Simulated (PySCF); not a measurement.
**From computed data to an observable: chemical shift, span and skew from a shielding tensor**

Ge(H)(OH)2(OMe) (CH₆GeO₃), SMILES C[O][GeH]([OH])[OH]. Atoms are numbered in the order given.

```xyz
11

Ge     0.2901    -0.0032     0.3664
O      1.5631     1.1748     0.0132
O      0.7793    -1.6159    -0.1837
O     -1.0806     0.6095    -0.5898
C     -2.3049    -0.0921    -0.6474
H     -0.0305    -0.1501     1.8553
H      1.2223     1.8826    -0.5524
H      1.2194    -1.5931    -1.0447
H     -2.9913     0.4592    -1.3098
H     -2.7885    -0.1761     0.3454
H     -2.1808    -1.1136    -1.0525
```

Geometry: B3LYP-D3(BJ)/def2-SVP. This is a generated structure with no PubChem entry under its InChIKey; it may be hypothetical. The values are those of a single conformer.

GIAO shieldings from PBE/pcSseg-1 (PySCF), non-relativistic, no solvent. The symmetric part of the tensor of C5 has the principal values 95.7, 97.3, 179.9 ppm. The same nucleus in TMS has σ = 182.0 ppm at this level (PySCF, at its B3LYP-D3(BJ)/def2-TZVP geometry).

### Question
Work out the isotropic shielding, the ¹³C shift against TMS, the span and the skew.

### Answer

σ(iso) = (σ11 + σ22 + σ33)/3 = 124.3 ppm. δ = σ(ref) − σ(iso) = 182.0 − (124.3) = 57.7 ppm.
Span Ω = σ33 − σ11 = 84.2 ppm. Skew κ = 3(σ(iso) − σ22)/Ω = 0.96. Tumbling in solution averages the tensor to δ; in a static solid the shielding alone would spread this spin-1/2 line over Ω.
